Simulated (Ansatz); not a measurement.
Consider the redistribution: `[NH2][Hf]([NH2])([NH2])[F]` + `[F][In]([SH])[O][SiH3]` → `[NH2][Hf]([NH2])([F])[F]` + `[NH2][In]([SH])[O][SiH3]`.

Isolated molecules relaxed with PBE0-D4/def2-TZVP in Ansatz; ΔE leaves out vibrations. CCSD(T)/CBS is the MP2 limit (def2-TZVPP, def2-QZVPP) plus CCSD(T) − MP2 in def2-TZVPP, frozen cores. DFT in def2-TZVPP. B3LYP here is the variant with VWN-RPA as its local correlation; programs differ in this. def2 core potentials past Kr. For Hf, In outer-core shells are correlated without core-valence functions, which leaves a few kJ/mol of doubt a bond. One conformer a species, not always the lowest.

```csv
level,ΔE (kcal/mol),difference from CCSD(T)/CBS
B97M-V,-17.3,0.4
PBE0-D4,-18.2,-0.5
r2SCANh-D4,-18.2,-0.5
r2SCAN0-D4,-18.3,-0.6
PBE-QIDH,-18.4,-0.7
PBE0,-18.0,-0.3
B3LYP,-17.3,0.4
r2SCANh,-18.1,-0.4
r2SCAN0,-18.2,-0.5
CAM-B3LYP,-17.9,-0.2
LC-ωPBE,-18.5,-0.8
MP2/def2-SVP,-17.1,0.6
CCSD/def2-SVP,-17.2,0.5
MP2/def2-TZVPP,-18.8,-1.1
CCSD/def2-TZVPP,-18.2,-0.5
CCSD(T)/def2-TZVPP,-18.3,-0.6
CCSD(T)/CBS,-17.7,0
```

Largest T1 diagnostic among the species: 0.015.

Leaving LDA and LC-ωPBE aside and taking each functional with its dispersion term where it has one, the values, not all of them listed here, spread over 1.2 kcal/mol, from PBE-QIDH to BLYP-D4. LDA lies −1.6 kcal/mol from PBE without D4. In def2-TZVPP, CCSD(T) changes the Hartree–Fock value by −1.6 kcal/mol (the triples alone add −0.1 kcal/mol) and MP2 by −2.2 kcal/mol.
